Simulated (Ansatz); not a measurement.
Basis-set extrapolation for CH9NSSi2 (`CS[SiH](N)[SiH3]`) (PBE0-D4/def2-TZVP geometry, frozen core, the Gaussian-basis code of Ansatz). Multiplicity 1, RHF reference.

```
                       def2-TZVPP    def2-QZVPP
                 HF  -1073.081343  -1073.115435
    MP2 correlation     -0.821740     -0.883717
CCSD(T) correlation     -0.928507       not run
```

Energies in hartree. Use E(X) = E(∞) + A·exp(−7.88·√X) for Hartree–Fock and E(X) = E(∞) + B·X^(−2.97) for correlation, with X = 3 and 4, and add CCSD(T) minus MP2 of the smaller set to the MP2 limit.

**Question.** What is the CCSD(T) energy at the basis-set limit?

**Answer.** HF limit: -1073.115435 + (-0.034092) × 0.13774 = -1073.12013. MP2 limit: -0.883717 + (-0.061977) × 0.74074 = -0.92963. Higher-order term: -0.928507 − (-0.821740) = -0.10677. Total: -1074.15653 hartree, 385.1 kJ/mol below CCSD(T)/def2-TZVPP.
